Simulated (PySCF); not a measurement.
**Dipole response of Ca⁺ (calcium, charge +1)**

[Ar] 3d1, 2D determinant (an excited configuration). Calculation: PySCF 2.14, in aug-cc-pVTZ-X2C (7s6p4d2f, 59 functions); the spin-free X2C one-electron Hamiltonian (Gaussian nucleus). Coupled (time-dependent) response in atomic units; α is the mean over directions.

```tsv
method	mean α (bohr³)	α xx, yy, zz	C₆ (like pair)	S(−4)
HSE06	58.47	82.95, 82.95, 9.500	161.8	31630
```

S(−4) is the Cauchy moment in α(ω) = α(0) + S(−4) ω² + …

α(iu) at HSE06:

| u (hartree) | α(iu) (bohr³) |
| --- | --- |
| 0 | 58.47 |
| 0.0500 | 28.58 |
| 0.100 | 16.27 |
| 0.200 | 10.01 |
| 0.300 | 7.556 |
| 0.500 | 5.154 |
| 0.750 | 3.669 |
| 1.00 | 2.772 |
| 1.50 | 1.715 |
| 2.00 | 1.140 |
| 3.00 | 0.5908 |
| 5.00 | 0.2364 |

A single London oscillator, α(iu) = α/(1 + u²/ω²), gives C₆ = (3/4) ω α². Matching the computed C₆ needs ω = 4 × 161.8 / (3 × 58.47²) = 0.0631 hartree.

For an ion, C₆ is the dispersion term alone; charge-induced terms of lower order in 1/R come first.

The components differ because the open shell of this determinant is not spherical; for a pure term their mean is the scalar polarisability.
